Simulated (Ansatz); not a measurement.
Program: Ansatz. Geometries: PBE0-D4/def2-TZVP. ΔE: electronic, gas phase. CCSD(T)/CBS adds triple-zeta CCSD(T) − MP2 to the extrapolated MP2 energy (def2 sets, frozen cores). Elements past krypton have def2 core potentials. For Te, Zn outer-core shells are correlated without core-valence functions, which leaves a few kJ/mol of doubt a bond. Scalar relativity is left out up to krypton. One conformer a species, not always the lowest.

Reaction (redistribution): `O[SiH2][CH2][ZnH]` + `CC[TeH]` → `O[SiH2][TeH]` + `CC[CH2][ZnH]`

`O[SiH2][CH2][ZnH]`:

```xyz
10

O    -0.277   -0.698    1.353
Si    0.688    0.491    0.670
C     0.141    0.483   -1.080
Zn   -1.238   -0.926   -1.089
H    -0.194   -0.904    2.286
H     0.443    1.775    1.389
H     2.118    0.120    0.871
H    -0.294    1.435   -1.394
H     0.944    0.228   -1.776
H    -2.332   -2.003   -1.229
```

`CC[TeH]`:

```xyz
9

C     0.988    0.436   -0.465
C    -0.375   -0.180   -0.226
Te   -0.777   -0.280    1.891
H     1.047    1.451   -0.065
H     1.198    0.489   -1.537
H     1.783   -0.154   -0.002
H    -0.429   -1.197   -0.612
H    -1.168    0.414   -0.676
H    -2.267   -0.979    1.692
```

`O[SiH2][TeH]`:

Cartesian coordinates in Å:
```
O -0.661 1.386 -0.682
Si 0.186 -0.019 -0.597
Te 1.181 -0.449 1.655
H -1.254 1.588 0.044
H -0.657 -1.200 -0.912
H 1.292 0.127 -1.567
H -0.089 -1.433 2.059
```

`CC[CH2][ZnH]`:

```xyz
12

C     1.280   -0.322    0.575
C    -0.188   -0.713    0.538
C    -0.924   -0.164   -0.683
Zn   -0.885    1.783   -0.880
H     1.401    0.765    0.642
H     1.798   -0.762    1.431
H     1.796   -0.651   -0.332
H    -0.261   -1.808    0.558
H    -0.675   -0.369    1.457
H    -0.494   -0.596   -1.596
H    -1.973   -0.483   -0.670
H    -0.874    3.322   -1.042
```

```json
{"species": "`O[SiH2][CH2][ZnH]`", "SCS-MP2/def2-QZVPP energy (Eh)": "-2184.19931"}
{"species": "`CC[TeH]`", "SCS-MP2/def2-QZVPP energy (Eh)": "-347.20523"}
{"species": "`O[SiH2][TeH]`", "SCS-MP2/def2-QZVPP energy (Eh)": "-634.21180"}
{"species": "`CC[CH2][ZnH]`", "SCS-MP2/def2-QZVPP energy (Eh)": "-1897.19818"}
```

Q: Work out ΔE.

A: ΔE = (-634.21180) + (-1897.19818) − (-2184.19931) − (-347.20523) = -0.00544 Eh = -3.4 kcal/mol. CCSD(T)/CBS gives -3.4 kcal/mol.

Largest T1 diagnostic among the species: 0.014.

In def2-TZVPP, CCSD(T) changes the Hartree–Fock value by +1.5 kcal/mol (the triples alone add +0.3 kcal/mol) and MP2 by +1.1 kcal/mol.
